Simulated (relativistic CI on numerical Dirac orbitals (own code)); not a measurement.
d7 in a ligand field

Computed with a parametric ligand-field model of a d^n configuration (Racah B and C, spin-orbit zeta, crystal field), exact diagonalisation.

Field parameters in Wybourne normalisation: D3d B²₀ = −7Dσ, B⁴₀ = −14Dq − 21Dτ, B⁴₃ = −14√(10/7) Dq; D4h B²₀ = −7Ds, B⁴₀ = 21(Dq − Dt), B⁴₄ = 21√(5/14) Dq; Oh B⁴₀ = 21Dq, B⁴₄ = √(5/14) B⁴₀; Td as Oh with Dq negative (B⁴₀ = 21Dq, B⁴₄ = √(5/14) B⁴₀). The field is a parameter set, without covalency.

Problem. Ground term and bands for B = 510, C = 2310, ζ = 0 cm⁻¹, D3d, 10Dq = 14450, Dσ = 1200, Dτ = 170 cm⁻¹?

Solution. Ground term 2E with 1.05 electrons in the two orbitals of the cubic e set. Spin-allowed: 2E 12350 cm⁻¹ (810 nm), 2A1 13438 cm⁻¹ (744 nm), 2E 13872 cm⁻¹ (721 nm), 2A2 14170 cm⁻¹ (706 nm). Lowest spin-forbidden: 4E 3060 cm⁻¹ (3268 nm), 4A2 6802 cm⁻¹ (1470 nm), 4E 16877 cm⁻¹ (593 nm).

Problem. Ground term and bands for B = 960, C = 3810, ζ = 0 cm⁻¹, D4h, 10Dq = 16100, Ds = 3000, Dt = 690 cm⁻¹?

Solution. Ground term 4A2 with 2.02 electrons in the two orbitals of the cubic e set. Spin-allowed: 4E 3728 cm⁻¹ (2683 nm), 4B2 9773 cm⁻¹ (1023 nm), 4E 12341 cm⁻¹ (810 nm), 4E 25800 cm⁻¹ (388 nm). Lowest spin-forbidden: 2A1 2239 cm⁻¹, 2E 10802 cm⁻¹ (926 nm), 2A2 15835 cm⁻¹ (632 nm).

Problem. Ground term and bands for B = 780, C = 3440, ζ = 0 cm⁻¹, D4h, 10Dq = 21650, Ds = -1500, Dt = 420 cm⁻¹?

Solution. Ground term 2B1 with 1.04 electrons in the two orbitals of the cubic e set. Spin-allowed: 2A1 3636 cm⁻¹ (2750 nm), 2E 16322 cm⁻¹ (613 nm), 2E 18600 cm⁻¹ (538 nm), 2B2 20596 cm⁻¹ (486 nm). Lowest spin-forbidden: 4E 2633 cm⁻¹, 4A2 8609 cm⁻¹ (1162 nm), 4B2 19925 cm⁻¹ (502 nm).

Problem. A d7 ion in Oh symmetry has the ground term 4T1 and bands at 4T2 3462 cm⁻¹ (2889 nm), 4A2 7562 cm⁻¹ (1322 nm), 2E 12564 cm⁻¹ (796 nm), 4T1 14974 cm⁻¹ (668 nm), 2T1 15337 cm⁻¹ (652 nm), 2T2 15354 cm⁻¹ (651 nm). Which parameters reproduce them?

Solution. B = 810, C = 3670, ζ = 0 cm⁻¹, Oh, 10Dq = 4100 cm⁻¹.

Problem. Ground term and bands for B = 950, C = 4320, ζ = 0 cm⁻¹, Td, 10Dq = -4100 cm⁻¹?

Solution. Ground term 4A2 with 4.00 electrons in the two orbitals of the cubic e set. Spin-allowed: 4T2 4100 cm⁻¹ (2439 nm), 4T1 7156 cm⁻¹ (1397 nm), 4T1 19394 cm⁻¹ (516 nm). Lowest spin-forbidden: 2E 18714 cm⁻¹ (534 nm), 2T1 19299 cm⁻¹ (518 nm), 2A1 20860 cm⁻¹ (479 nm). With an A2 ground term the first spin-allowed band lies at |10Dq| itself.
